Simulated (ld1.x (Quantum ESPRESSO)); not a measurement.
**Plane-wave convergence, TM potential for P (Z = 15)**

```json
{
  "Element": "phosphorus",
  "Generator": "ld1.x (Quantum ESPRESSO) 7.5",
  "Type": "norm-conserving Troullier–Martins (Kleinman–Bylander form)",
  "Functional": "LDA (PZ)",
  "Relativity": "non-relativistic",
  "Frozen core": "[Ne]",
  "Valence charge": "5",
  "Reference configuration": "3s2 3p2.5 (charge +0.5)",
  "Partial waves": "3s (bound): rc 1.25 bohr; 3p (bound): rc 1.90 bohr; 3d channel at 0.3 Ry: rc 1.35 bohr",
  "Local potential": "all-electron potential smoothed inside 1.45 bohr (lloc = -1)",
  "Core correction": "Bessel-smoothed model core inside 1.00 bohr"
}
```

The pseudo-atom Hamiltonian at the reference potential is diagonalised in spherical Bessel functions j_l(qr) that vanish at 20 bohr, with q² up to the cutoff. All-electron valence levels (Ry): 3s -1.3518, 3p -0.7178.

Task: How do the lowest levels (Ry) of each channel move with the cutoff, and are there ghosts?

Result:

| cutoff (Ry) | s #1 | s #2 | p #1 | d #1 | f #1 | f #2 | Σ f·Δε (mRy) |
| --- | --- | --- | --- | --- | --- | --- | --- |
| 8 | -1.2801 | -0.1706 | -0.7128 | -0.0540 | 0.0379 | 0.1514 | 156.0 |
| 12 | -1.3190 | -0.1745 | -0.7169 | -0.0573 | 0.0379 | 0.1514 | 68.0 |
| 18 | -1.3327 | -0.1757 | -0.7172 | -0.0601 | 0.0379 | 0.1514 | 39.9 |
| 25 | -1.3332 | -0.1758 | -0.7177 | -0.0617 | 0.0379 | 0.1514 | 37.4 |
| 35 | -1.3411 | -0.1774 | -0.7178 | -0.0633 | 0.0379 | 0.1514 | 21.5 |
| 40 | -1.3458 | -0.1782 | -0.7178 | -0.0639 | 0.0379 | 0.1514 | 12.1 |
| 50 | -1.3494 | -0.1788 | -0.7178 | -0.0644 | 0.0379 | 0.1514 | 4.8 |
| 60 | -1.3497 | -0.1789 | -0.7178 | -0.0647 | 0.0379 | 0.1514 | 4.2 |
| 80 | -1.3504 | -0.1790 | -0.7178 | -0.0648 | 0.0379 | 0.1514 | 2.9 |
| 100 | -1.3514 | -0.1792 | -0.7178 | -0.0648 | 0.0379 | 0.1514 | 0.8 |
| 120 | -1.3516 | -0.1792 | -0.7178 | -0.0648 | 0.0379 | 0.1514 | 0.5 |
| 400 | -1.3518 | -0.1792 | -0.7178 | -0.0648 | 0.0379 | 0.1514 | 0.0 |

Result: no extra level below or beside the all-electron valence levels (s, p, d, f tested); 10 mRy is reached at 45 Ry and 1 mRy at 100 Ry.
